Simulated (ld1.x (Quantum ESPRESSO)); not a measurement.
# Which change was made? (Al, TM)

Al (Z = 13), norm-conserving Troullier–Martins (Kleinman–Bylander form), made with ld1.x (Quantum ESPRESSO) 7.5 (PBE, scalar-relativistic). Core [Ne], reference 3s2 3p1. Waves: 3s (bound): rc 2.20 bohr; 3p (bound): rc 2.10 bohr; 3d channel at 0.05 Ry: rc 2.05 bohr. Local part: all-electron potential smoothed inside 1.75 bohr (lloc = -1). Core correction: a·sin(br)/r model core inside 1.80 bohr.

Cutoffs, loose and tight: the cutoffs (Ry, on a coarse ladder) from which the occupation-weighted sum of valence levels, in a spherical-Bessel basis at the reference potential, stays within 10 and 1 mRy of its value at 400 Ry. They do not see the model core or the augmentation charge, which bear on the density cutoff. Test errors are all-electron minus pseudo excitation energies from the reference, over the configurations 3s2 3p0; 3s1 3p0; 3s2 3p0.5; 3s2 3p1.3; 3s0 3p3; 3s1 3p2; 3s1 3p1; variants that change the core or the reference have their own tests.

The base gives: outcome: generated; cutoff, loose: 10 Ry; cutoff, tight: 25 Ry; bound ghosts: none; largest test error (meV): +7.8.

On the changes marked as counting shells twice: ld1.x takes every shell without a wave as core, so the model core holds the marked electrons as well and exchange and correlation see them twice. This cancels in the reference configuration, but the file is broken for other ones, and its errors say nothing about a proper core correction.

(1) After one change the result is: outcome: generated; cutoff, loose: 6 Ry; cutoff, tight: 8 Ry; bound ghosts: none; largest test error (meV): +6.3. Which change was it?
A. local potential the d channel
B. type ultrasoft; waves now 3s (bound): rcut 1.90, rcutus 2.20 bohr; 3s channel at -0.25 Ry: rcut 1.90, rcutus 2.20 bohr; 3p (bound): rcut 1.85, rcutus 2.10 bohr; 3p channel at 0.45 Ry: rcut 1.85, rcutus 2.10 bohr; 3d channel at 0.05 Ry: rcut 1.80, rcutus 2.05 bohr; 3d channel at 0.5 Ry: rcut 1.80, rcutus 2.05 bohr; local potential all-electron potential smoothed inside 1.55 bohr (lloc = -1); augmentation built from norm-conserving waves at rcut, not smoothed further
C. core [He], valence charge 11; reference 2s2 2p6 3s1.75 3p1.25; waves now 2s (bound): rc 0.95 bohr; 2p (bound): rc 0.65 bohr; 3d channel at 0.05 Ry: rc 0.80 bohr; local potential all-electron potential smoothed inside 0.60 bohr (lloc = -1); core correction Bessel-smoothed model core, default radius (core density twice the valence density) (3p, 3s counted twice)

Results:

(1) B. The others give: core [He], valence charge 11; reference 2s2 2p6 3s1.75 3p1.25; waves now 2s (bound): rc 0.95 bohr; 2p (bound): rc 0.65 bohr; 3d channel at 0.05 Ry: rc 0.80 bohr; local potential all-electron potential smoothed inside 0.60 bohr (lloc = -1); core correction Bessel-smoothed model core, default radius (core density twice the valence density) (3p, 3s counted twice) → outcome: generated; cutoff, loose: over 300 Ry; cutoff, tight: over 300 Ry; bound ghosts: none; largest test error (meV): -802 | local potential the d channel → outcome: generated; cutoff, loose: 10 Ry; cutoff, tight: 25 Ry; bound ghosts: none; largest test error (meV): +13.
